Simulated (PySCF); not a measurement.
Electronic structure of Si²⁺ (silicon, charge +2) at the UHF level

Configuration: [Ne] 3s1 4s1, high-spin 3S determinant (an excited configuration). Computed with PySCF 2.14 in dyall-acv3z, with the non-relativistic Hamiltonian (point nucleus).

```json
{"Total energy": "-287.341722 hartree", "One-electron energy": "-386.6518 hartree", "Hartree (Coulomb) energy": "118.9577 hartree", "Exchange energy": "-19.6476 hartree", "Kinetic energy": "287.34520 hartree", "⟨S²⟩": "2.0000", "⟨L²⟩": "0.000", "Sum of ⟨r⟩": "10.85 bohr", "Sum of ⟨r²⟩": "28.84 bohr²", "Density at the nucleus (Gaussians lack the cusp)": "1760 bohr⁻³", "Spin density at the nucleus": "7.84 bohr⁻³", "Langevin diamagnetic susceptibility": "-22.8 ×10⁻⁶ cm³/mol"}
```

| shell | electrons | mean orbital energy (eV) | rms radius, mean of both spins (bohr) |
| --- | --- | --- | --- |
| 1s α | 1 | -1902.6 | 0.129 |
| 1s β | 1 | -1902.0 | 0.129 |
| 2s α | 1 | -196.80 | 0.613 |
| 2s β | 1 | -195.59 | 0.613 |
| 2p α | 3 | -144.78 | 0.597 |
| 2p β | 3 | -144.30 | 0.597 |
| 3s α | 1 | -38.229 | 1.99 |
| 4s α | 1 | -14.162 | 4.69 |

The outer electron is Rydberg-like, and this basis confines it to a smaller radius and binds it less than a complete one would.
